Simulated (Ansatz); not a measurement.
Born–Oppenheimer molecular dynamics of a periodic cell of 33 atoms, H$_{8}$C$_{2}$O (contents 3 C2H6 + 3 H2O, density as packed 0.82 g/cm³ with natural masses). It starts from a partly relaxed structure (largest force component 0.25 eV/Å).

Method: Ansatz, DFT PBEsol, scalar-relativistic, plane waves, PAW. Settings: cutoff 420 eV, k mesh 1x1x1, fermi-dirac smearing 0.02 eV, no spin polarisation.

| Item | Value |
| --- | --- |
| ensemble | NVT, Langevin thermostat |
| time step | 0.5 fs |
| steps asked | 300 |
| set temperature | 1500 K |
| friction | 0.02 /fs |
| seed | 945597 |

Frames 2.5 fs apart, positions in Å, forces in eV/Å.

Velocities at 110.0 fs (Å/ps):

```
C -7.54 2.93 0.91
C 3.82 -11.18 9.45
H 49.91 14.11 -62.72
H 18.96 -102.72 28.01
H 3.22 25.40 -30.47
H 10.83 42.96 25.79
H -0.44 -7.92 -8.52
H 57.29 44.52 -11.25
C 0.06 13.85 6.28
C -11.88 -0.89 0.96
H -10.55 27.14 -15.75
H 56.95 -70.82 -5.12
H 7.18 -23.26 -1.62
H 27.55 13.21 15.05
H -37.70 20.21 73.90
H -28.13 56.22 77.61
C -18.60 -3.00 8.32
C 8.88 -6.18 -8.08
H 47.68 -45.66 -66.77
H 29.77 -28.78 4.97
H 2.70 81.41 -26.05
H -5.51 20.66 -58.92
H 19.50 15.35 14.39
H 9.11 -9.79 -0.70
O 3.83 5.72 2.65
H 24.80 25.68 -82.84
H 25.19 36.94 24.77
O 6.19 -9.49 -13.73
H -62.65 50.92 1.03
H -22.13 10.12 -35.20
O -13.70 -9.35 12.23
H -8.01 1.28 2.96
H 63.00 29.22 7.95
```

```xyz
33
Lattice="6.6403 0.0000 0.0000 0.0000 6.6403 0.0000 0.0000 0.0000 6.6403" Properties=species:S:1:pos:R:3:forces:R:3 time_fs=110.0 energy_less_start_eV=4.869 T=1606
C 3.057 4.443 0.906 2.61 1.76 0.07
C 2.140 4.009 -0.190 -1.91 0.41 4.48
H 2.538 5.169 1.570 0.35 0.58 -0.52
H 3.504 3.815 1.756 -0.79 -0.57 -1.61
H 4.033 4.897 0.320 -2.14 -0.45 1.78
H 2.620 3.486 -0.864 2.45 -2.87 -3.95
H 1.388 3.383 0.242 -0.41 -1.36 0.79
H 1.462 4.695 -0.612 -0.01 1.95 -0.75
C 2.725 1.231 3.302 -1.21 0.30 1.74
C 4.132 1.710 3.816 1.00 0.39 -2.62
H 2.783 0.275 2.619 -0.20 2.17 0.45
H 2.127 0.816 4.247 1.42 0.97 -2.25
H 1.990 2.158 3.141 1.36 -1.83 -0.94
H 5.081 1.731 3.003 -2.45 -0.50 1.65
H 4.216 2.771 4.167 -0.57 -0.74 0.15
H 4.352 1.007 4.604 0.82 -0.01 0.49
C 6.774 5.725 3.619 -2.03 -2.38 1.46
C 5.713 5.132 2.695 1.62 -3.21 -2.55
H 6.201 6.261 4.426 0.68 -0.42 -0.11
H 7.412 4.824 4.083 -1.12 2.00 -0.95
H 7.364 6.460 3.147 0.96 0.77 -0.68
H 6.120 4.763 1.617 -0.04 0.62 1.89
H 5.213 4.181 2.990 1.20 -0.46 0.84
H 4.768 5.391 2.311 -1.33 2.99 -0.07
O 6.319 2.389 5.632 -3.15 3.97 1.26
H 7.124 1.970 5.577 3.60 -2.36 -0.33
H 6.584 3.280 6.059 -0.74 -1.72 -0.91
O 4.576 0.475 0.119 2.17 -0.23 0.49
H 4.824 1.437 -0.024 0.23 -1.03 -0.08
H 5.498 0.028 0.302 -2.39 1.23 -0.41
O 1.610 0.252 5.881 -0.32 0.09 -0.04
H 1.793 0.438 6.796 -0.09 0.23 1.40
H 2.529 0.155 5.586 0.42 -0.28 -0.16
33
Lattice="6.6403 0.0000 0.0000 0.0000 6.6403 0.0000 0.0000 0.0000 6.6403" Properties=species:S:1:pos:R:3:forces:R:3 time_fs=112.5 energy_less_start_eV=4.986 T=1488
C 3.045 4.451 0.903 4.75 -2.21 -0.01
C 2.146 3.984 -0.156 -0.97 0.14 -0.42
H 2.647 5.242 1.433 -1.01 1.88 1.72
H 3.503 3.574 1.769 -1.38 2.33 -2.61
H 3.979 4.938 0.310 -1.55 -1.05 1.62
H 2.714 3.522 -0.944 0.20 -0.93 -0.57
H 1.387 3.325 0.252 -0.12 -0.55 0.15
H 1.618 4.820 -0.674 0.29 -0.23 0.52
C 2.723 1.268 3.321 1.60 -1.38 1.16
C 4.114 1.716 3.818 0.87 1.43 1.43
H 2.749 0.432 2.605 0.22 0.55 -0.73
H 2.304 0.694 4.163 -0.23 0.65 -0.46
H 2.042 2.057 3.120 -0.83 0.92 -0.78
H 5.045 1.753 3.088 -1.78 -0.39 1.28
H 4.115 2.781 4.342 -0.25 -1.50 -1.36
H 4.290 1.136 4.800 0.60 0.25 -1.83
C 6.733 5.712 3.635 4.51 -2.45 -5.99
C 5.737 5.112 2.666 0.06 -1.72 -2.75
H 6.282 6.182 4.341 -3.08 2.86 5.25
H 7.442 4.825 4.057 -1.27 2.22 -0.99
H 7.341 6.629 3.097 -1.01 -2.44 1.16
H 6.110 4.809 1.554 0.02 0.46 2.23
H 5.293 4.188 3.034 0.59 -0.90 0.40
H 4.752 5.457 2.331 0.09 1.87 0.53
O 6.327 2.406 5.642 2.52 1.65 0.51
H 7.243 1.990 5.361 -2.08 0.58 0.83
H 6.632 3.307 6.082 -0.80 -2.34 -1.28
O 4.595 0.458 0.087 -4.22 3.73 -0.45
H 4.676 1.495 -0.013 0.87 -2.81 0.22
H 5.401 0.049 0.201 3.34 -0.90 0.41
O 1.578 0.227 5.906 3.72 0.69 0.39
H 1.777 0.459 6.848 -0.64 -0.15 -0.29
H 2.630 0.232 5.634 -3.05 -0.27 0.72
33
Lattice="6.6403 0.0000 0.0000 0.0000 6.6403 0.0000 0.0000 0.0000 6.6403" Properties=species:S:1:pos:R:3:forces:R:3 time_fs=115.0 energy_less_start_eV=4.986 T=1457
C 3.053 4.447 0.907 0.21 -1.98 3.02
C 2.139 3.975 -0.122 0.10 -0.79 -3.53
H 2.720 5.402 1.390 -0.47 -0.96 0.82
H 3.416 3.475 1.665 -0.72 3.13 -1.75
H 3.808 4.916 0.370 2.61 0.34 -0.81
H 2.809 3.489 -1.056 -1.63 0.33 2.27
H 1.393 3.228 0.302 0.61 0.95 -0.79
H 1.792 4.910 -0.719 -0.49 -1.64 1.21
C 2.731 1.302 3.350 2.82 0.94 0.04
C 4.104 1.732 3.832 -2.13 1.55 4.57
H 2.751 0.629 2.572 0.68 -1.61 -2.72
H 2.433 0.634 4.055 -1.90 -1.33 2.18
H 2.043 2.022 3.053 -1.52 1.82 -0.08
H 4.922 1.750 3.189 1.62 -0.12 -1.17
H 4.029 2.736 4.410 0.13 -0.49 -1.59
H 4.282 1.259 4.886 0.44 -0.38 -2.39
C 6.712 5.692 3.620 -0.19 4.32 -0.77
C 5.759 5.088 2.635 -2.84 0.78 0.14
H 6.220 6.250 4.505 0.22 -1.12 -1.01
H 7.388 4.963 4.015 0.89 -0.41 0.20
H 7.268 6.659 3.132 -0.75 -2.33 0.96
H 6.096 4.850 1.630 0.83 -0.15 -0.35
H 5.422 4.164 3.103 -0.33 -0.54 -0.22
H 4.739 5.667 2.378 2.11 -0.68 0.94
O 6.335 2.432 5.657 2.35 -2.62 -2.46
H 7.244 2.039 5.171 -3.22 1.07 1.89
H 6.659 3.220 6.057 0.57 1.52 0.58
O 4.600 0.453 0.054 -2.34 0.15 0.23
H 4.572 1.436 0.022 1.32 -0.72 0.13
H 5.453 0.038 0.146 0.94 0.57 0.03
O 1.563 0.198 5.921 2.51 1.76 3.08
H 1.707 0.516 6.923 -1.01 -0.96 -2.59
H 2.565 0.281 5.727 -1.42 -0.39 -0.06
33
Lattice="6.6403 0.0000 0.0000 0.0000 6.6403 0.0000 0.0000 0.0000 6.6403" Properties=species:S:1:pos:R:3:forces:R:3 time_fs=117.5 energy_less_start_eV=6.295 T=1411
C 3.066 4.417 0.926 -2.85 2.25 1.64
C 2.128 3.969 -0.095 1.04 -0.54 -3.62
H 2.767 5.524 1.398 -0.17 -2.94 0.35
H 3.323 3.548 1.462 1.11 -0.35 1.85
H 3.749 4.929 0.401 4.03 1.05 -1.90
H 2.789 3.487 -1.020 -1.36 0.08 2.13
H 1.419 3.182 0.315 0.23 1.29 -0.82
H 1.967 4.930 -0.697 -1.77 -1.47 0.86
C 2.752 1.335 3.371 -1.56 -1.45 -1.78
C 4.087 1.753 3.874 -2.68 1.01 1.06
H 2.798 0.759 2.421 0.68 -0.11 -0.13
H 2.420 0.485 4.028 -0.77 1.26 -0.61
H 1.964 2.104 2.951 1.05 -0.79 1.73
H 4.868 1.741 3.215 2.33 0.09 -1.78
H 3.928 2.690 4.342 0.33 2.21 -0.27
H 4.298 1.345 4.821 0.76 -1.90 0.77
C 6.692 5.672 3.588 -3.57 5.07 1.35
C 5.783 5.065 2.600 -3.75 1.74 3.98
H 6.109 6.284 4.607 1.12 -2.13 -2.69
H 7.400 5.115 4.014 3.06 -2.65 1.64
H 7.129 6.567 3.197 0.86 0.83 -0.45
H 6.135 4.849 1.673 1.54 -0.62 -3.12
H 5.528 4.142 3.149 -0.98 -0.17 -0.82
H 4.858 5.853 2.497 1.70 -2.20 0.03
O 6.349 2.442 5.668 -0.31 -2.10 -1.58
H 7.102 2.120 5.100 -0.77 -0.03 0.57
H 6.712 3.210 6.046 0.79 2.16 0.92
O 4.591 0.450 0.023 1.97 -5.40 0.39
H 4.540 1.364 0.067 1.10 3.16 0.21
H 5.573 0.030 0.092 -3.22 2.22 -0.28
O 1.548 0.171 5.941 -3.16 1.02 3.29
H 1.603 0.516 6.905 -1.01 -0.78 -1.57
H 2.443 0.284 5.830 4.24 0.20 -1.35
33
Lattice="6.6403 0.0000 0.0000 0.0000 6.6403 0.0000 0.0000 0.0000 6.6403" Properties=species:S:1:pos:R:3:forces:R:3 time_fs=120.0 energy_less_start_eV=6.321 T=1397
C 3.075 4.410 0.950 -0.72 8.92 -3.89
C 2.111 3.961 -0.089 1.84 0.11 -0.52
H 2.805 5.527 1.417 -0.10 -3.11 0.24
H 3.321 3.608 1.417 2.50 -4.48 4.43
H 3.884 5.004 0.348 -0.28 -1.75 0.92
H 2.708 3.503 -0.869 0.41 -1.33 -0.27
H 1.446 3.198 0.300 -0.85 0.39 -0.05
H 2.027 4.869 -0.650 -2.47 0.58 -0.33
C 2.769 1.357 3.377 -3.16 -2.98 -4.37
C 4.059 1.776 3.912 1.20 0.72 -2.64
H 2.884 0.887 2.239 0.20 0.44 2.27
H 2.354 0.404 3.966 0.08 2.32 -1.41
H 1.950 2.166 2.903 1.63 -1.46 2.26
H 4.938 1.719 3.170 -1.05 0.36 0.76
H 3.864 2.756 4.212 0.67 2.27 0.56
H 4.378 1.277 4.762 0.44 -1.34 1.69
C 6.654 5.673 3.562 1.07 0.06 5.14
C 5.788 5.043 2.575 -0.86 0.22 1.02
H 6.060 6.201 4.533 0.96 -1.76 -2.12
H 7.538 5.153 4.091 -1.14 0.09 -0.93
H 7.051 6.538 3.217 1.73 3.06 -1.40
H 6.244 4.826 1.570 -0.35 0.34 0.61
H 5.585 4.118 3.161 -1.23 -0.02 -1.17
H 5.032 5.918 2.648 -0.16 -2.08 -1.24
O 6.362 2.448 5.677 -3.02 3.49 4.86
H 6.947 2.196 5.060 3.71 -1.80 -3.88
H 6.809 3.277 6.103 -1.05 -1.71 -1.09
O 4.579 0.437 -0.009 -0.25 0.14 0.45
H 4.525 1.420 0.109 0.86 -0.85 -0.18
H 5.521 0.146 -0.003 -0.70 0.75 -0.04
O 1.527 0.132 5.967 1.71 -0.05 -1.87
H 1.432 0.476 6.827 -0.65 0.81 2.24
H 2.513 0.289 5.852 -0.94 -0.31 -0.06
33
Lattice="6.6403 0.0000 0.0000 0.0000 6.6403 0.0000 0.0000 0.0000 6.6403" Properties=species:S:1:pos:R:3:forces:R:3 time_fs=122.5 energy_less_start_eV=6.321 T=1430
C 3.090 4.439 0.954 2.47 -0.87 -0.74
C 2.093 3.951 -0.092 2.60 1.74 1.90
H 2.846 5.386 1.440 -0.78 -0.30 1.09
H 3.427 3.493 1.622 -0.30 2.51 -0.97
H 3.986 4.998 0.344 -1.28 -1.99 1.20
H 2.649 3.386 -0.732 1.78 -1.97 -2.22
H 1.434 3.258 0.286 -2.19 -1.02 1.30
H 1.915 4.841 -0.607 -1.90 1.16 -1.02
C 2.766 1.365 3.373 -1.46 -2.61 -4.86
C 4.026 1.806 3.934 3.92 0.78 0.26
H 3.004 1.027 2.177 -0.54 0.13 2.52
H 2.291 0.430 3.830 0.27 1.40 -0.58
H 2.051 2.163 3.012 0.10 -0.39 1.25
H 4.994 1.699 3.162 -2.27 0.62 1.43
H 3.829 2.941 4.112 1.36 -1.62 0.51
H 4.489 1.101 4.793 -1.52 2.06 -1.31
C 6.620 5.671 3.548 7.55 1.16 -0.34
C 5.776 5.017 2.558 2.46 -2.00 -1.30
H 6.064 6.024 4.316 -2.07 1.00 3.01
H 7.590 5.207 4.125 -1.94 0.36 -1.58
H 7.073 6.666 3.129 -0.55 -1.34 0.47
H 6.333 4.827 1.460 -1.73 0.60 2.67
H 5.545 4.093 3.128 -0.89 -0.06 -1.14
H 5.156 5.854 2.758 -2.80 0.21 -1.88
O 6.370 2.460 5.702 1.14 0.52 -0.72
H 6.955 2.221 4.908 -0.92 0.29 1.40
H 6.843 3.252 6.107 -0.66 -0.95 -0.76
O 4.570 0.428 -0.044 -4.82 2.95 1.02
H 4.539 1.443 0.129 0.08 -1.99 -0.51
H 5.456 0.300 -0.063 4.75 -0.90 -0.21
O 1.520 0.089 5.993 3.00 0.73 -0.82
H 1.204 0.462 6.832 0.50 0.24 0.07
H 2.579 0.281 5.893 -3.34 -0.44 0.86
```

Of the whole run (150 fs, mean temperature of the second half 1349 K): The mean temperature of the second half is 10 % below the set value. A run of 0.15 ps of so small a system gives no equilibrium averages. Limits of this set-up: coarse k mesh.

Time of the run: 5.3 min on 1 thread of Intel(R) Xeon(R) Platinum 8488C (Sapphire Rapids) (shared host), peak memory 0.43 GiB.
